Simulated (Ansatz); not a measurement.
Reactions of CH4SSeSi (`[SeH][SiH]1CS1`).

Isolated molecules relaxed with PBE0-D4/def2-TZVP in Ansatz; ΔE leaves out vibrations. CCSD(T)/CBS is the MP2 limit (def2-TZVPP, def2-QZVPP) plus CCSD(T) − MP2 in def2-TZVPP, frozen cores. This one scheme is used for every species, atoms too. DFT in def2-TZVPP. Open shells (•) are unrestricted, without spin–orbit coupling. Spin–orbit coupling would lower the free atoms: a little for C, S, Si; clearly for Se. def2 core potentials past Kr. Bonds to Ge, I, In, Se, Sn, Te are less sure, by a few kJ/mol each and by 10 to 20 or more in all where they break to atoms, as the def2 sets lack core-valence functions. Scalar relativity is left out up to krypton. Each species was taken in one conformer, which may not be the lowest.

```tsv
reaction	ωB97X-V (kJ/mol)	r2SCAN-D4 (kJ/mol)	CCSD(T)/CBS(def2) (kJ/mol)
`[SeH][SiH]1CS1` + HI → `I[SiH]1CS1` + H₂Se	-19	-19	-21
`[SeH][SiH]1CS1` + H–F → `F[SiH]1CS1` + H₂Se	-71	-68	-60
`[SeH][SiH]1CS1` + `[Cl][GeH2][Cl]` → `[Cl][GeH]([Cl])[SeH]` + `C1[SiH2]S1`	7	8	9
`[SeH][SiH]1CS1` + H₂ → `C1[SiH2]S1` + H₂Se	43	53	50
`[SeH][SiH]1CS1` + `[SiH3][TeH]` → `[SeH][SiH2][TeH]` + `C1[SiH2]S1`	5	6	4
`[SeH][SiH]1CS1` + `OPO` → `OP(O)[SeH]` + `C1[SiH2]S1`	41	30	41
`[SeH][SiH]1CS1` + `[InH3]` → `[SeH][InH2]` + `C1[SiH2]S1`	-55	-57	-61
`[SeH][SiH]1CS1` → C• + 4 H• + S• + Se• + Si•	2630	2633	2618
`[SeH][SiH]1CS1` + `[SnH4]` → `[SeH][SnH3]` + `C1[SiH2]S1`	-9	-6	-13
`[SeH][SiH]1CS1` + PH₃ → `P[SiH]1CS1` + H₂Se	41	40	43
```

Largest T1 diagnostic: 0.014, for `[InH3]`.
